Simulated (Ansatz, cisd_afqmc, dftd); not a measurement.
Species: SnF₄, charge 0, singlet. SnF4 (SMILES [F][Sn]([F])([F])[F]).
B3LYP-D3(BJ)/def2-TZVP minimum from Ansatz (a quantum-chemistry and plane-wave program):
```xyz
5

F     -0.9423    -1.4750    -0.7127
Sn     0.0000     0.0000     0.0000
F     -1.1171     1.5243    -0.0071
F      0.5271    -0.3865     1.7732
F      1.5324     0.3372    -1.0534
```
Charge 0, spin multiplicity 1.

Quantity: atomisation energy (electronic, to ground-state atoms), in kcal/mol. Open shells are spin-unrestricted; no spin-orbit coupling. Cores are frozen in correlated methods (noble-gas shells, and filled d and f shells in the p block). Past Kr the def2 sets carry scalar-relativistic core potentials. AFQMC/CISD: phaseless, guided by CISD from CCSD amplitudes; bars are statistical, one sigma. Outlying blocks are dropped, and bars are widened where a walk drifts. Over all cases where full CI ran beside it in this data, AFQMC minus full CI had a median of +0.1 mEh and passed +0.4 mEh in a tenth of the cases. CBS(X,Y): correlation extrapolated as X^-3, Hartree-Fock from the larger set. A bracket is a step between two methods taken in the basis named. Spin-orbit terms, left out, reach several kcal/mol for Br and I, and more for heavier atoms.

```tsv
level	program	atomisation energy (kcal/mol)
r2SCANh-D4/def2-TZVPD	Ansatz + dftd4	…
wB97M-V/def2-TZVPD	Ansatz	…
B2GP-PLYP/def2-TZVPD	Ansatz	409.7
MP2/def2-SVP	Ansatz	400.2
AFQMC/CISD/def2-TZVPP	cisd_afqmc	406.5 ± 0.5
CCSD(T)/CBS(def2-TZVPP,def2-QZVPP) + [AFQMC/CISD - CCSD(T)]/def2-TZVPP	Ansatz + cisd_afqmc	428.3 ± 0.5
```

**Question.** Complete the blanks.

**Answer.** 
- r2SCANh-D4/def2-TZVPD, atomisation energy (kcal/mol): 401.5
- wB97M-V/def2-TZVPD, atomisation energy (kcal/mol): 406.9
